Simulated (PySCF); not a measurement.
All values below come from B3LYP-D3(BJ)/def2-TZVP (PySCF 2.14.0). Isolated molecules, 0 K electronic values unless said otherwise. One relaxed conformer stands for a flexible species; it need not be the lowest. B3LYP has the VWN-RPA correlation part, as in Gaussian. Delta-SCF ions had no search for a lower state. Excitations are Tamm–Dancoff values on a coarser integration grid. The basis has no diffuse functions, so Rydberg states are missing or too high.

Reference species (SMILES): `N[Si](O)(O)O` (neutral, multiplicity 1).

- HOMO–LUMO gap: 7.51 eV
- vertical ionisation energy (Delta-SCF): 9.93 eV
- T1 excitation (TDA): 6.17 eV
- HOMO: -7.30 eV

Changed species: `[Si](O)(O)(O)O` (0 of 4 OH replaced by NH2; the reference has 1 of 4 OH replaced by NH2).

Problem. Predict the effect on the HOMO–LUMO gap, vertical ionisation energy (Delta-SCF), T1 excitation (TDA) and HOMO.

Solution. the HOMO–LUMO gap rises by 1.37 eV, to 8.88 eV; the vertical ionisation energy (Delta-SCF) increases by 1.32 eV, to 11.25 eV; the T1 excitation (TDA) goes up by 1.29 eV, to 7.46 eV; the HOMO falls by 1.51 eV, to -8.81 eV.
